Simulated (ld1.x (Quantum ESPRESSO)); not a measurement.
Building the TM potential for Fe (PBE, non-relativistic).

| Quantity | Value |
| --- | --- |
| Element | Fe (Z = 26) |
| Generator | ld1.x (Quantum ESPRESSO) 7.5 |
| Type | norm-conserving Troullier–Martins (Kleinman–Bylander form) |
| Functional | PBE |
| Relativity | non-relativistic |
| Frozen core | [Ar] |
| Valence charge | 8 |
| Reference configuration | 3d6 4s1.5 4p0 (charge +0.5) |
| Partial waves | 4p (bound, empty): rc 3.05 bohr; 3d (bound): rc 1.70 bohr; 4s (bound): rc 1.95 bohr |
| Local potential | the s channel |
| Core correction | Bessel-smoothed model core inside 0.95 bohr |

All-electron outer shells of the reference configuration (PBE, non-relativistic, ld1.x):

| shell | level (eV) | outermost node (bohr) | outermost maximum (bohr) |
| --- | --- | --- | --- |
| 3p | -63.68 | 0.30 | 0.72 |
| 3d | -11.79 | – | 0.71 |
| 4s | -8.56 | 1.01 | 2.38 |
| 4p | -4.19 | 1.10 | 3.06 |

Results:

| Quantity | Value |
| --- | --- |
| Cutoffs needed | 90 Ry and 160 Ry (the cutoffs (Ry, on a coarse ladder) from which the occupation-weighted sum of valence levels, in a spherical-Bessel basis at the reference potential, stays within 10 and 1 mRy of its value at 400 Ry) |
| Ghost test | no extra level below or beside the all-electron valence levels (p, d, s, f tested) (spherical-Bessel basis up to 400 Ry, 20 bohr box) |
| Configuration tests | 2 of 7 tests not solved or not reliable |

Generation and tests took about 1.8 s on one core of a shared server CPU.
